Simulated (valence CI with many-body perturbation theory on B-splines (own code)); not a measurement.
**Level structure of Br29+**

Level of theory: configuration interaction combined with many-body perturbation theory (CI+MBPT): four valence electrons over a frozen Dirac-Fock core [He], radial functions for each j: 11 s, 11 p, 9 d, 7 f, 5 g, 2 h, 1 i, with the one-electron correlation potential Σ1 (screened to all orders), the two-electron term Σ2, the three-electron term Σ3, Breit, model QED; selected single and double excitations, second order for the rest (own B-spline code, finite nucleus).

The last digits are not significant, and no measured levels were compared; by estimate large intervals hold to a few tenths of a per cent, small ones and those within an open d or f shell to about a per cent. Among the levels kept, up to 300 cm⁻¹ of a level comes from second order outside the variational space, and about a tenth of that is noise between levels of different J, which matters for small intervals.

Levels 46 to 90 of 115, with energies above the lowest level, (2s^2 2p1/2^2) J=0. "Leading %" is the weight of the configuration and term that name the level; weights of strongly mixed levels are sums over their largest components and can fall short. In the jj column 3d3/2^4 stands for four electrons in 3d with j = 3/2. Lifetimes count E1, E2, E3, M1 and M2 decay at the calculated energies, and are blank where another channel may lead or the interval is too uncertain; long ones can be off by a factor of two.

| No. | Configuration | Term | J | E (× 10³ cm⁻¹) | Leading % | Leading jj | g | Lifetime |
| --- | --- | --- | --- | --- | --- | --- | --- | --- |
| 46 | 2s2p²3p | ⁵D° | 2 | 16341 | 41 | 2s 2p1/2^2 3p3/2 (70 %) | 1.588 | 838 fs |
| 47 | 2s²2p3d | ¹D° | 2 | 16359 | 45 | 2s^2 2p3/2 3d3/2 (72 %) | 1.005 | 20.4 fs |
| 48 | 2s²2p3d | ³F° | 4 | 16366 | 97 | 2s^2 2p3/2 3d5/2 (97 %) | 1.246 | 316 ps |
| 49 | 2s2p²3p | ³D° | 1 | 16380 | 41 | 2s 2p1/2^2 3p3/2 (72 %) | 1.093 | 42.3 fs |
| 50 | 2s²2p3d | ³D° | 3 | 16390 | 52 | 2s^2 2p3/2 3d3/2 (66 %) | 1.206 | 15.0 fs |
| 51 | 2s²2p3d | ³P° | 1 | 16412 | 66 | 2s^2 2p3/2 3d3/2 (92 %) | 1.201 | 14.7 fs |
| 52 | 2s²2p3d | ³P° | 0 | 16417 | 97 | 2s^2 2p3/2 3d3/2 (97 %) |  | 18.2 fs |
| 53 | 2s²2p3d | ³P° | 2 | 16423 | 51 | 2s^2 2p3/2 3d5/2 (72 %) | 1.324 | 15.6 fs |
| 54 | 2s2p²3s | ³P | 2 | 16425 | 62 | 2s 2p1/2 2p3/2 3s (84 %) | 1.365 | 95.5 fs |
| 55 | 2s2p²3p | ⁵P° | 1 | 16459 | 42 | 2s 2p1/2 2p3/2 3p1/2 (91 %) | 1.858 | 153 fs |
| 56 | 2s²2p3d | ¹F° | 3 | 16495 | 69 | 2s^2 2p3/2 3d5/2 (68 %) | 1.085 | 8.73 fs |
| 57 | 2s2p²3p | ⁵D° | 2 | 16504 | 41 | 2s 2p1/2 2p3/2 3p1/2 (86 %) | 1.484 | 148 fs |
| 58 | 2s²2p3d | ¹P° | 1 | 16514 | 72 | 2s^2 2p3/2 3d5/2 (92 %) | 1.000 | 13.3 fs |
| 59 | 2s2p²3p | ⁵D° | 3 | 16576 | 84 | 2s 2p1/2 2p3/2 3p3/2 (74 %) | 1.482 | 30.0 ps |
| 60 | 2s2p²3d | ⁵F | 1 | 16578 | 68 | 2s 2p1/2^2 3d3/2 (79 %) | 0.292 | 233 fs |
| 61 | 2s2p²3d | ⁵F | 2 | 16595 | 47 | 2s 2p1/2^2 3d3/2 (63 %) | 1.203 | 95.4 fs |
| 62 | 2s2p²3s | ³D | 1 | 16607 | 82 | 2s 2p1/2 2p3/2 3s (90 %) | 0.612 | 92.7 fs |
| 63 | 2s2p²3p | ⁵P° | 3 | 16610 | 46 | 2s 2p1/2 2p3/2 3p1/2 (62 %) | 1.449 | 132 fs |
| 64 | 2s2p²3p | ⁵P° | 1 | 16615 | 36 | 2s 2p1/2 2p3/2 3p3/2 (94 %) | 1.696 | 64.9 fs |
| 65 | 2s2p²3s | ³D | 2 | 16631 | 50 | 2s 2p1/2 2p3/2 3s (88 %) | 1.180 | 93.3 fs |
| 66 | 2s2p²3d | ⁵D | 3 | 16649 | 33 | 2s 2p1/2^2 3d5/2 (76 %) | 1.407 | 30.8 fs |
| 67 | 2s2p²3p | ³D° | 2 | 16662 | 58 | 2s 2p1/2 2p3/2 3p3/2 (91 %) | 1.407 | 58.3 fs |
| 68 | 2s2p²3p | ⁵S° | 2 | 16696 | 44 | 2s 2p1/2 2p3/2 3p1/2 (79 %) | 1.731 | 158 fs |
| 69 | 2s2p²3s | ³P | 1 | 16700 | 52 | 2s 2p1/2 2p3/2 3s (76 %) | 1.554 | 114 fs |
| 70 | 2s2p²3s | ³P | 0 | 16700 | 85 | 2s 2p1/2 2p3/2 3s (79 %) |  | 93.8 fs |
| 71 | 2s2p²3p | ⁵D° | 4 | 16707 | 75 | 2s 2p1/2 2p3/2 3p3/2 (81 %) | 1.432 | 39.8 ps |
| 72 | 2s2p²3p | ³P° | 0 | 16707 | 82 | 2s 2p1/2 2p3/2 3p3/2 (93 %) |  | 47.0 fs |
| 73 | 2s2p²3d | ³F | 2 | 16747 | 42 | 2s 2p1/2^2 3d5/2 (58 %) | 0.993 | 24.6 fs |
| 74 | 2s2p²3p | ³P° | 2 | 16768 | 60 | 2s 2p1/2 2p3/2 3p3/2 (88 %) | 1.445 | 54.8 fs |
| 75 | 2s2p²3s | ³D | 3 | 16790 | 73 | 2s 2p3/2^2 3s (80 %) | 1.411 | 74.8 fs |
| 76 | 2s2p²3p | ³P° | 1 | 16792 | 43 | 2s 2p1/2 2p3/2 3p3/2 (77 %) | 1.380 | 43.8 fs |
| 77 | 2s2p²3p | ³D° | 3 | 16801 | 44 | 2s 2p1/2 2p3/2 3p3/2 (73 %) | 1.361 | 58.3 fs |
| 78 | 2s2p²3d | ⁵F | 2 | 16865 | 28 | 2s 2p1/2 2p3/2 3d3/2 (68 %) | 1.233 | 58.9 fs |
| 79 | 2s2p²3d | ⁵D | 0 | 16866 | 90 | 2s 2p1/2 2p3/2 3d3/2 (96 %) |  | 449 fs |
| 80 | 2s2p²3d | ⁵D | 1 | 16866 | 64 | 2s 2p1/2 2p3/2 3d3/2 (94 %) | 1.315 | 85.8 fs |
| 81 | 2s2p²3p | ³F° | 2 | 16869 | 58 | 2s 2p1/2 2p3/2 3p1/2 (93 %) | 0.846 | 130 fs |
| 82 | 2s2p²3s | ¹D | 2 | 16869 | 34 | 2s 2p3/2^2 3s (61 %) | 1.223 | 74.4 fs |
| 83 | 2s2p²3d | ⁵F | 4 | 16874 | 61 | 2s 2p1/2 2p3/2 3d5/2 (93 %) | 1.386 | 745 fs |
| 84 | 2s2p²3d | ⁵F | 3 | 16881 | 59 | 2s 2p1/2 2p3/2 3d3/2 (61 %) | 1.346 | 31.2 fs |
| 85 | 2s2p²3p | ³D° | 1 | 16905 | 57 | 2s 2p1/2 2p3/2 3p1/2 (85 %) | 0.806 | 65.1 fs |
| 86 | 2s2p²3p | ³P° | 0 | 16941 | 62 | 2s 2p1/2 2p3/2 3p1/2 (77 %) |  | 83.8 fs |
| 87 | 2s2p²3d | ³F | 2 | 16962 | 32 | 2s 2p1/2 2p3/2 3d5/2 (90 %) | 1.236 | 27.6 fs |
| 88 | 2s2p²3d | ⁵D | 4 | 16982 | 38 | 2s 2p1/2 2p3/2 3d3/2 (53 %) | 1.344 | 2.52 ps |
| 89 | 2s2p²3d | ³F | 3 | 16993 | 57 | 2s 2p1/2 2p3/2 3d5/2 (51 %) | 1.269 | 21.1 fs |
| 90 | 2s2p²3d | ⁵F | 5 | 16995 | 76 | 2s 2p1/2 2p3/2 3d5/2 (81 %) | 1.348 | 412 ps |

Where two levels of one J and parity lie close, their mixing, g and order are uncertain.
